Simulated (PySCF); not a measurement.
# How good is the calculation?

Geometry:
| atom | x (Å) | y (Å) | z (Å) |
| --- | --- | --- | --- |
| C1 | -2.782 | -0.204 | 0.654 |
| C2 | -2.129 | 0.288 | -0.630 |
| N3 | -0.941 | -0.441 | -1.004 |
| C4 | 0.269 | -0.237 | -0.407 |
| C5 | 1.372 | -1.073 | -0.705 |
| C6 | 2.584 | -0.804 | -0.097 |
| C7 | 2.693 | 0.276 | 0.787 |
| C8 | 1.549 | 1.032 | 1.012 |
| N9 | 0.371 | 0.789 | 0.443 |
| H10 | -2.086 | -0.090 | 1.498 |
| H11 | -3.066 | -1.265 | 0.579 |
| H12 | -3.690 | 0.376 | 0.877 |
| H13 | -1.847 | 1.345 | -0.517 |
| H14 | -2.837 | 0.228 | -1.472 |
| H15 | -1.056 | -1.306 | -1.512 |
| H16 | 1.261 | -1.906 | -1.403 |
| H17 | 3.450 | -1.436 | -0.310 |
| H18 | 3.633 | 0.518 | 1.285 |
| H19 | 1.582 | 1.887 | 1.698 |

Published estimates (parent shift plus substituent increments) and measurements: δ ¹H H19 8.07; H17 7.40; H18 6.56; H16 6.38 ppm (estimated from measurements, as parent shift plus tabulated substituent increment; solution, not stated per compound (mostly CDCl3 or CCl4); Pretsch, Buehlmann, Badertscher, Structure Determination of Organic Compounds, 4th ed. (2009)).

All values are calculated (PySCF): geometry: PBE0-D3(BJ)/def2-SVP, NMR shieldings at KT2/pcSseg-1/GIAO. Equivalent nuclei averaged, in vacuum, one computed conformer, non-relativistic Hamiltonian.

**Question.** How close does the calculation come?

**Answer.** 
Reference values: estimated from measurements, as parent shift plus tabulated substituent increment (solution, not stated per compound (mostly CDCl3 or CCl4); Pretsch, Buehlmann, Badertscher, Structure Determination of Organic Compounds, 4th ed. (2009)).
| atoms | quantity | reference | computed |
| --- | --- | --- | --- |
| H19 | δ ¹H | 8.07 | 7.86 |
| H17 | δ ¹H | 7.40 | 6.97 |
| H18 | δ ¹H | 6.56 | 6.06 |
| H16 | δ ¹H | 6.38 | 5.86 |

Computed shifts are σ(ref) − σ with the named reference compound (TMS for H and C) calculated as an isolated molecule at the same level.

**Question.** How far are the unscaled ¹H shifts from the references?

**Answer.** Mean signed difference -0.42 ppm, mean absolute 0.42 ppm over 4 comparisons; the largest is -0.52 ppm at H16 (hydrogen on an aromatic CH).

The protons averaged at δ 3.55 differ by 1.6 ppm in this conformer, so that average is uncertain.
